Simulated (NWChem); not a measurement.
Molecule: hydrogen bromide (HBr); SMILES Br

Program: NWChem. All runs use the structure optimised with PBE0/def2-SVP. Level: PBE0/aug-cc-pVDZ; rows give the wavelength of the field.

For field static:

```yaml
isotropic polarisability (bohr³): 22.3
```

Estimate the same quantities for field 400 nm.

The isotropic polarisability (bohr³) is 23.6.
